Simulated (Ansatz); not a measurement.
C3H5FSi can be A, `C#CC[SiH2]F`, or B, `F/C=C1/C[SiH2]1`.

Isolated molecules relaxed with PBE0-D4/def2-TZVP in Ansatz; ΔE leaves out vibrations. CCSD(T)/CBS is the MP2 limit (def2-TZVPP, def2-QZVPP) plus CCSD(T) − MP2 in def2-TZVPP, frozen cores. DFT in def2-TZVPP. B3LYP here is the variant with VWN-RPA as its local correlation; programs differ in this. Each species was taken in one conformer, which may not be the lowest.

(1) Which is lower in electronic energy at CCSD(T)/CBS, and by how much? (An estimate is asked.)

(2) Give E(B) − E(A) in kcal/mol with ωB97M-V, CCSD/def2-TZVPP, PBE0-D4, PBE-D4, B3LYP, CCSD(T)/def2-TZVPP, B2PLYP. (An estimate is asked.)

Largest T1 diagnostic: 0.013.

Results:

(1) The calculation gave: A, by 55.9 kcal/mol.

(2) The calculation gave: ωB97M-V 51.7, CCSD/def2-TZVPP 56.1, PBE0-D4 45.9, PBE-D4 43.2, B3LYP 52.2, CCSD(T)/def2-TZVPP 54.7, B2PLYP 55.1. None reverses the order clearly.

From PBE to PBE0 (25 % exact exchange), in def2-TZVPP and without D4, E(B) − E(A) moves by +2.7 kcal/mol. In def2-TZVPP, CCSD(T) changes the Hartree–Fock value by −7.7 kcal/mol (the triples alone add −1.4 kcal/mol) and MP2 by −4.4 kcal/mol.
